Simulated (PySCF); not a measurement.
# Electron correlation in Sn (tin, neutral)

[Kr] 4d10 5s2 5p2, high-spin 3P determinant. All numbers are calculated (PySCF 2.14, scalar relativity by spin-free X2C-1e, in x2c-SVPall (6s5p3d, 36 functions)). Frozen: [Kr] 4d10; 4 electrons correlated.

MP2 pair energies summed by pair of shells (mhartree):

| pair | energy | share (%) |
| --- | --- | --- |
| 5s-5p | -19.58 | 58.5 |
| 5s-5s | -10.66 | 31.8 |
| 5p-5p | -3.26 | 9.7 |

Total MP2 correlation energy: -33.49 mhartree.

Same-spin part -5.78 and opposite-spin part -27.71 mhartree; SCS-MP2 scales them by 1/3 and 6/5 to -35.18 mhartree.

| level | correlation energy (mhartree) |
| --- | --- |
| CCSD | -47.40 |
| (T) | -0.56 |
| CCSD(T) | -47.96 |

Diagnostics: T1 = 0.0081, D1 = 0.0222, largest double amplitude 0.098.

Cost of the coupled-cluster step: 0.17 s of wall time on 1 thread of Neoverse-N1 (shared host), for 4 correlated electrons.
